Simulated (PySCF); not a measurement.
NiO3, multiplicity 1. Atoms are numbered in the order given.

```xyz
4

Ni     0.1005     0.2741     0.0000
O     -0.1948     1.8558     0.0000
O      0.5833    -1.3744     0.0000
O     -0.7402    -1.4410     0.0000
```

Geometry: B3LYP-D3(BJ)/def2-SVP. The multiplicity is an assumed one; other spin states were not compared.

Calculation: B3LYP-D3(BJ)/def2-SVP (PySCF).

Frequencies are harmonic and unscaled.

Computed vibrational spectrum:
```json
[
 {"mode": "1", "ν (cm⁻¹)": "135", "IR (km/mol)": "15.6", "Raman (Å⁴/amu)": "0.1", "depolarisation": "0.75", "moving atoms (share of kinetic energy)": "O 62 %, Ni 38 %"},
 {"mode": "2", "ν (cm⁻¹)": "135", "IR (km/mol)": "14.8", "Raman (Å⁴/amu)": "2.5", "depolarisation": "0.72", "moving atoms (share of kinetic energy)": "O 74 %, Ni 26 %"},
 {"mode": "3", "ν (cm⁻¹)": "476", "IR (km/mol)": "8.3", "Raman (Å⁴/amu)": "4.1", "depolarisation": "0.42", "moving atoms (share of kinetic energy)": "O 76 %, Ni 24 %"},
 {"mode": "4", "ν (cm⁻¹)": "659", "IR (km/mol)": "0.4", "Raman (Å⁴/amu)": "21.7", "depolarisation": "0.29", "moving atoms (share of kinetic energy)": "O 93 %"},
 {"mode": "5", "ν (cm⁻¹)": "941", "IR (km/mol)": "24.4", "Raman (Å⁴/amu)": "8.2", "depolarisation": "0.36", "moving atoms (share of kinetic energy)": "O 72 %, Ni 28 %"},
 {"mode": "6", "ν (cm⁻¹)": "1119", "IR (km/mol)": "221.5", "Raman (Å⁴/amu)": "4.3", "depolarisation": "0.36", "moving atoms (share of kinetic energy)": "O 99 %"}
]
```
